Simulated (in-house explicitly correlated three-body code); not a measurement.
Computed with an exponentially correlated three-body code. Model: two electrons around a point charge, non-relativistic, variational in 260 exponentially correlated functions (energies converged to about 1e-7 hartree, or 1e-8 relative for large Z).

For two electrons in a singlet the Kohn-Sham orbital is the square root of half the density, so the exact Kohn-Sham potential and energy parts follow from the density alone, and exchange is minus half the Hartree energy. The Kohn-Sham level equals minus the binding energy of the second electron.

Command:
```bash
python run_hyl.py task.json out
```
Settings (lengths in bohr, energies in hartree):
```
Z                      5.8
interaction_strength   1
functions              260
states_tried           13
```

Cost of the run: 58 s on 1 thread of Intel(R) Xeon(R) Platinum 8259CL CPU @ 2.50GHz (Skylake/Cascade Lake), on a shared host.

**Those bound S and P states to n = 4 that converged, binding against the one-electron ion.**

Given: nuclear charge 5.8.

Computed: one-electron threshold -16.82 hartree.

```
term  energy (hartree)  binding (eV)  quantum defect
1 1S       -30.1711989         363.3        0.071106
2 3S       -19.9833776         86.08        0.091682
2 1S       -19.7933286        80.908        0.031639
2 3P       -19.7919746        80.872        0.031191
2 1P                 ?             ?               ?
3 3S       -18.1780515        36.954        0.087485
3 1S       -18.1277563        35.586        0.032007
3 3P       -18.1265082        35.552         0.03059
3 1P       -18.0920735        34.615      -0.0093322
4 3S                 ?             ?               ?
4 1S       -17.5517227        19.911        0.032171
4 3P       -17.5510591        19.893         0.03037
4 1P       -17.5368052        19.505       -0.008904
```

Problem. What belongs in the row 2 1P?

Solution. energy (hartree): -19.6701481; binding (eV): 77.556; quantum defect: -0.010447.

Problem. What belongs in the row 4 3S?

Solution. energy (hartree): -17.5720628; binding (eV): 20.465; quantum defect: 0.086195.

**Electric-dipole lines between converged S and P states, rate of the upper state's decay.**

```tsv
s state	p state	p minus s (eV)	oscillator strength from s	rate (1/s)
1 1S	2 1P	285.75	0.6405	7.5644e+11
1 1S	3 1P	328.69	0.13963	2.182e+11
1 1S	4 1P	343.8	0.053277	9.1084e+10
2 1S	2 1P	3.3519	0.096652	1.5707e+07
2 1S	3 1P	46.294	0.34861	1.0806e+10
2 1S	4 1P	?	?	?
3 1S	2 1P	-41.971	-0.064064	4.8968e+09
3 1S	3 1P	0.97098	0.16775	2.2875e+06
3 1S	4 1P	16.081	0.37544	1.4042e+09
4 1S	2 1P	-57.645	-0.013629	1.9652e+09
4 1S	3 1P	-14.704	-0.14291	1.3407e+09
4 1S	4 1P	0.40592	0.23338	556200
2 3S	2 3P	5.2083	0.13664	5.3611e+07
2 3S	3 3P	50.528	0.31215	1.1527e+10
2 3S	4 3P	?	?	?
3 3S	2 3P	-43.917	-0.069089	5.7821e+09
3 3S	3 3P	1.4026	0.22843	6.4997e+06
3 3S	4 3P	17.061	0.33548	1.4125e+09
4 3S	2 3P	-60.407	-0.014173	2.2442e+09
4 3S	3 3P	-15.087	-0.15696	1.5503e+09
4 3S	4 3P	0.57154	0.31445	1.4857e+06
```

Problem. What belongs in the row 2 1S 4 1P?

Solution. p minus s (eV): 61.403; oscillator strength from s: 0.089574; rate (1/s): 4.8848e+09.

Problem. What belongs in the row 2 3S 4 3P?

Solution. p minus s (eV): 66.187; oscillator strength from s: 0.082881; rate (1/s): 5.2515e+09.

**Exact Kohn-Sham parts of the ground state from its density.**

Computed: Kohn-Sham kinetic 30.128 hartree; exchange energy -3.4021 hartree; DFT correlation energy -0.045 hartree; kinetic part of the DFT correlation energy 0.043058 hartree; potential part of the DFT correlation energy -0.088059 hartree; exact minus restricted Hartree-Fock -0.044999 hartree; Kohn-Sham level -363.3 eV; restricted Hartree-Fock level -363.6 eV; dipole polarisability 0.010363 bohr³; C6 of two such species 0.00099901 hartree·bohr⁶.

Problem. What is the total energy?

Solution. -30.1711989 hartree.

Problem. What is the Hartree energy?

Solution. 6.8042 hartree.

**Density and exact potentials over r, pair density (one pair, times 4 pi r12^2) and exact minus Kohn-Sham pair density over r12.**

```json
{"radius (bohr)": "0.0354", "radial density (electrons/bohr)": "1.1568", "exchange potential (hartree)": "-5.3689", "intracule density (1/bohr)": "0.086919", "Coulomb hole against Kohn-Sham (1/bohr)": "-0.01382", "correlation potential (hartree)": "-0.037"}
{"radius (bohr)": "0.0411", "radial density (electrons/bohr)": "?", "exchange potential (hartree)": "?", "intracule density (1/bohr)": "?", "Coulomb hole against Kohn-Sham (1/bohr)": "?", "correlation potential (hartree)": "?"}
{"radius (bohr)": "0.0477", "radial density (electrons/bohr)": "1.8237", "exchange potential (hartree)": "-5.2861", "intracule density (1/bohr)": "0.15623", "Coulomb hole against Kohn-Sham (1/bohr)": "-0.02299", "correlation potential (hartree)": "-0.03"}
{"radius (bohr)": "0.0553", "radial density (electrons/bohr)": "2.2469", "exchange potential (hartree)": "-5.2277", "intracule density (1/bohr)": "0.20806", "Coulomb hole against Kohn-Sham (1/bohr)": "-0.02916", "correlation potential (hartree)": "-0.025"}
{"radius (bohr)": "0.0642", "radial density (electrons/bohr)": "2.7355", "exchange potential (hartree)": "-5.1537", "intracule density (1/bohr)": "0.27668", "Coulomb hole against Kohn-Sham (1/bohr)": "-0.0366", "correlation potential (hartree)": "-0.02"}
{"radius (bohr)": "0.0745", "radial density (electrons/bohr)": "?", "exchange potential (hartree)": "?", "intracule density (1/bohr)": "?", "Coulomb hole against Kohn-Sham (1/bohr)": "?", "correlation potential (hartree)": "?"}
{"radius (bohr)": "0.0865", "radial density (electrons/bohr)": "3.8528", "exchange potential (hartree)": "-4.9483", "intracule density (1/bohr)": "0.47987", "Coulomb hole against Kohn-Sham (1/bohr)": "-0.05465", "correlation potential (hartree)": "-0.007"}
{"radius (bohr)": "0.1", "radial density (electrons/bohr)": "4.419", "exchange potential (hartree)": "-4.8149", "intracule density (1/bohr)": "0.61918", "Coulomb hole against Kohn-Sham (1/bohr)": "-0.06417", "correlation potential (hartree)": "0"}
{"radius (bohr)": "0.116", "radial density (electrons/bohr)": "4.9639", "exchange potential (hartree)": "-4.6522", "intracule density (1/bohr)": "0.79385", "Coulomb hole against Kohn-Sham (1/bohr)": "-0.07325", "correlation potential (hartree)": "0.006"}
{"radius (bohr)": "0.135", "radial density (electrons/bohr)": "5.4308", "exchange potential (hartree)": "-4.4567", "intracule density (1/bohr)": "1.0066", "Coulomb hole against Kohn-Sham (1/bohr)": "-0.08031", "correlation potential (hartree)": "0.013"}
{"radius (bohr)": "0.157", "radial density (electrons/bohr)": "5.7432", "exchange potential (hartree)": "-4.2319", "intracule density (1/bohr)": "1.2484", "Coulomb hole against Kohn-Sham (1/bohr)": "-0.08311", "correlation potential (hartree)": "0.018"}
{"radius (bohr)": "0.182", "radial density (electrons/bohr)": "5.8444", "exchange potential (hartree)": "-3.9836", "intracule density (1/bohr)": "1.5024", "Coulomb hole against Kohn-Sham (1/bohr)": "-0.07967", "correlation potential (hartree)": "0.021"}
{"radius (bohr)": "0.211", "radial density (electrons/bohr)": "5.6998", "exchange potential (hartree)": "-3.7103", "intracule density (1/bohr)": "1.7525", "Coulomb hole against Kohn-Sham (1/bohr)": "-0.06845", "correlation potential (hartree)": "0.022"}
{"radius (bohr)": "0.245", "radial density (electrons/bohr)": "5.2879", "exchange potential (hartree)": "-3.4136", "intracule density (1/bohr)": "1.9689", "Coulomb hole against Kohn-Sham (1/bohr)": "-0.04882", "correlation potential (hartree)": "0.021"}
{"radius (bohr)": "0.284", "radial density (electrons/bohr)": "4.6399", "exchange potential (hartree)": "-3.1072", "intracule density (1/bohr)": "2.1074", "Coulomb hole against Kohn-Sham (1/bohr)": "-0.02296", "correlation potential (hartree)": "0.018"}
{"radius (bohr)": "0.33", "radial density (electrons/bohr)": "3.8014", "exchange potential (hartree)": "-2.7909", "intracule density (1/bohr)": "2.1308", "Coulomb hole against Kohn-Sham (1/bohr)": "0.005488", "correlation potential (hartree)": "0.014"}
{"radius (bohr)": "0.383", "radial density (electrons/bohr)": "2.8897", "exchange potential (hartree)": "-2.4816", "intracule density (1/bohr)": "2.0097", "Coulomb hole against Kohn-Sham (1/bohr)": "0.02963", "correlation potential (hartree)": "0.01"}
{"radius (bohr)": "0.444", "radial density (electrons/bohr)": "2.0177", "exchange potential (hartree)": "-2.1876", "intracule density (1/bohr)": "1.7476", "Coulomb hole against Kohn-Sham (1/bohr)": "0.04368", "correlation potential (hartree)": "0.007"}
{"radius (bohr)": "0.515", "radial density (electrons/bohr)": "1.2719", "exchange potential (hartree)": "-1.9125", "intracule density (1/bohr)": "1.3785", "Coulomb hole against Kohn-Sham (1/bohr)": "0.04512", "correlation potential (hartree)": "0.004"}
{"radius (bohr)": "0.598", "radial density (electrons/bohr)": "0.70981", "exchange potential (hartree)": "-1.6605", "intracule density (1/bohr)": "0.96645", "Coulomb hole against Kohn-Sham (1/bohr)": "0.03584", "correlation potential (hartree)": "0.002"}
{"radius (bohr)": "0.694", "radial density (electrons/bohr)": "0.34607", "exchange potential (hartree)": "-1.4368", "intracule density (1/bohr)": "0.59194", "Coulomb hole against Kohn-Sham (1/bohr)": "0.02191", "correlation potential (hartree)": "0.001"}
{"radius (bohr)": "0.805", "radial density (electrons/bohr)": "0.1444", "exchange potential (hartree)": "-1.241", "intracule density (1/bohr)": "0.30979", "Coulomb hole against Kohn-Sham (1/bohr)": "0.009748", "correlation potential (hartree)": "0.001"}
```

Problem. What belongs in the row 0.0411?

Solution. radial density (electrons/bohr): 1.4605; exchange potential (hartree): -5.3325; intracule density (1/bohr): 0.11671; Coulomb hole against Kohn-Sham (1/bohr): -0.01791; correlation potential (hartree): -0.034.

Problem. What belongs in the row 0.0745?

Solution. radial density (electrons/bohr): 3.2755; exchange potential (hartree): -5.0618; intracule density (1/bohr): 0.36555; Coulomb hole against Kohn-Sham (1/bohr): -0.04516; correlation potential (hartree): -0.014.
